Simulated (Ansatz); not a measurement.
This geometry of CH$_{4}$AlFN (8 atoms, charge 1, multiplicity 1) is a first-order saddle point.

The calculation used RKS r2SCAN/def2-SVP (Ansatz).

```xyz
8
Properties=species:S:1:pos:R:3
C -0.508 1.288 -0.084
N -0.567 0.006 -0.106
Al 0.890 -1.288 0.076
F 1.083 -1.563 1.681
H 0.459 1.799 0.021
H -1.414 1.904 -0.168
H -1.525 -0.357 -0.201
H 1.581 -1.788 -1.218
```

Q: Which two structures does it join? (They come from a converged band through this point; their orientation in space is the band's.)

A: No bond is made or broken. The dihedral C1–N2–Al3–F4 goes from 180 to 0°.

Initial state:

```xyz
8
Properties=species:S:1:pos:R:3
C -0.465 1.135 -0.630
N -0.497 0.160 0.204
Al 0.840 -1.226 0.450
F 0.268 -2.190 1.646
H 0.393 1.248 -1.308
H -1.281 1.869 -0.687
H -1.335 0.126 0.802
H 2.076 -1.123 -0.478
```

Final state:

```xyz
8
Properties=species:S:1:pos:R:3
C -0.566 1.076 -0.508
N -0.563 0.084 0.311
Al 0.893 -1.196 0.386
F 1.903 -0.617 -0.777
H 0.286 1.206 -1.191
H -1.399 1.792 -0.537
H -1.389 0.022 0.920
H 0.835 -2.367 1.397
```

Q: How far does it lie above each of them?

A: 0.163 eV above the first and 0.221 eV above the second. This is the barrier of this one path; another mechanism may lie lower. Limits of this set-up: the dipole of an ion depends on the origin.

The run took 2.2 min on 2 threads of Arm Neoverse V1, on a shared host, peak memory 0.13 GiB.
